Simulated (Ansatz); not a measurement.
Si19AsH32, relaxed as a doublet with UKS PBE-D4/def2-SVP in Ansatz, starting from the PBE-D4/def2-SVP geometry of the charge -1 singlet. Force threshold 0.03 eV/Å.

Single mean-field runs in def2-SVP are fitted with def2-universal-jkfit.

Start:

```xyz
52

Si   -2.897   -0.196    3.124
Si    1.855   -4.331    2.022
Si    1.625   -2.852   -1.646
As   -0.679   -1.716    0.823
Si    0.640    1.623    2.069
Si    2.091    0.115    0.973
Si   -1.046    1.428   -0.763
Si   -3.083    3.194    1.574
Si    1.511    0.489   -3.218
Si    2.196    3.664   -1.373
Si   -0.409   -3.691    2.166
Si   -3.016   -1.512    1.191
Si   -1.623    1.748    2.752
Si   -0.678   -2.955   -1.211
Si    2.595   -4.455   -0.217
Si    2.302   -0.619   -1.283
Si   -3.199    2.388   -0.643
Si   -0.804    0.927   -3.052
Si   -0.146    3.613   -1.082
Si    2.676    2.526   -3.374
H    -4.251    0.216    3.657
H    -2.261   -1.078    4.176
H     2.077   -5.682    2.670
H     2.698   -3.336    2.777
H     1.980   -3.251   -3.063
H     1.367    1.608    3.418
H     0.965    3.001    1.543
H     2.298   -1.116    1.827
H     3.390    0.883    1.161
H    -4.385    3.166    2.351
H    -2.575    4.613    1.669
H     1.932   -0.423   -4.356
H     2.945    2.938   -0.280
H     2.758    5.070   -1.423
H    -1.286   -4.858    1.771
H    -0.728   -3.358    3.605
H    -3.700   -2.843    1.415
H    -3.668   -0.830    0.021
H    -1.505    2.317    4.161
H    -1.200   -4.367   -1.061
H    -1.514   -2.243   -2.239
H     2.208   -5.827   -0.729
H     4.105   -4.395   -0.250
H     3.813   -0.687   -1.430
H    -4.347    1.399   -0.681
H    -3.609    3.523   -1.564
H    -1.532   -0.321   -3.505
H    -1.121    1.982   -4.097
H    -0.450    4.543    0.075
H    -0.660    4.346   -2.310
H     4.161    2.301   -3.576
H     2.185    3.320   -4.566
```

| step | energy (eV) | largest force component (eV/Å) | SCF passes |
| --- | --- | --- | --- |
| 1 | -210900.6686 | 1.024 | 21 |
| 2 | -210901.1143 | 0.248 | 25 |
| 3 | -210901.1467 | 0.145 | 20 |
| 4 | -210901.1748 | 0.142 | 20 |
| 5 | -210901.2090 | 0.050 | 20 |
| 6 | -210901.2251 | 0.095 | 20 |
| 7 | -210901.2330 | 0.065 | 19 |
| 8 | -210901.2429 | 0.040 | 19 |
| 9 | -210901.2490 | 0.063 | 19 |
| 10 | -210901.2532 | 0.141 | 19 |
| 11 | -210901.2601 | 0.148 | 19 |
| 13 | -210901.2760 | 0.049 | 20 |
| 15 | -210901.2868 | 0.122 | 19 |
| 17 | -210901.2939 | 0.094 | 19 |
| 19 | -210901.3002 | 0.038 | 19 |
| 21 | -210901.3108 | 0.135 | 19 |
| 23 (rejected) | -210901.2995 | 0.295 | 20 |
| 25 | -210901.3446 | 0.103 | 20 |
| 27 | -210901.3591 | 0.145 | 19 |
| 29 | -210901.3665 | 0.035 | 20 |
| 31 | -210901.3678 | 0.032 | 20 |
| 32 | -210901.3692 | 0.026 | 19 |

Force components are those of the run's own axes.

End:

```xyz
52

Si   -3.236   -0.443    2.452
Si    1.688   -4.014    2.167
Si    2.016   -3.023   -1.603
As   -0.732   -1.525    0.053
Si    0.641    1.432    2.031
Si    2.125   -0.023    0.903
Si   -1.211    2.009   -0.835
Si   -2.698    3.191    2.275
Si    1.184    0.301   -3.152
Si    2.319    3.485   -1.534
Si   -0.347   -2.815    2.038
Si   -3.081   -1.537    0.376
Si   -1.579    1.202    2.866
Si   -0.316   -3.306   -1.473
Si    2.941   -4.253    0.174
Si    2.344   -0.695   -1.359
Si   -3.268    2.723    0.041
Si   -1.095    0.744   -2.795
Si    0.065    3.969   -1.075
Si    2.300    2.329   -3.581
H    -4.566    0.257    2.602
H    -3.155   -1.490    3.532
H     1.340   -5.392    2.679
H     2.546   -3.350    3.215
H     2.599   -3.477   -2.920
H     1.409    1.521    3.341
H     0.760    2.823    1.456
H     2.115   -1.307    1.708
H     3.458    0.611    1.248
H    -3.906    3.420    3.147
H    -1.801    4.400    2.343
H     1.349   -0.642   -4.324
H     2.903    2.589   -0.469
H     3.147    4.744   -1.599
H    -1.499   -3.771    2.237
H    -0.381   -1.821    3.174
H    -3.669   -2.925    0.430
H    -3.730   -0.769   -0.743
H    -1.390    1.155    4.366
H    -0.749   -4.659   -0.962
H    -1.026   -3.017   -2.769
H     2.934   -5.714   -0.202
H     4.369   -3.845    0.433
H     3.808   -0.448   -1.669
H    -4.311    1.635    0.008
H    -3.788    3.913   -0.732
H    -1.918   -0.515   -2.703
H    -1.606    1.546   -3.971
H    -0.105    4.846    0.139
H    -0.467    4.735   -2.268
H     3.694    2.042   -4.078
H     1.577    3.153   -4.617
```

By distances, no bond broke or formed. The bond that changes most is Si7–Si19, from 2.38 to 2.35 Å (atoms count from 1).

No frequencies were taken in this run, so the end may be a saddle point.

It took 2.5 min on 2 threads of AMD EPYC 7R13 on a shared host and a share (18 GiB) of an NVIDIA H100 80GB HBM3, peak host memory 1.1 GiB.
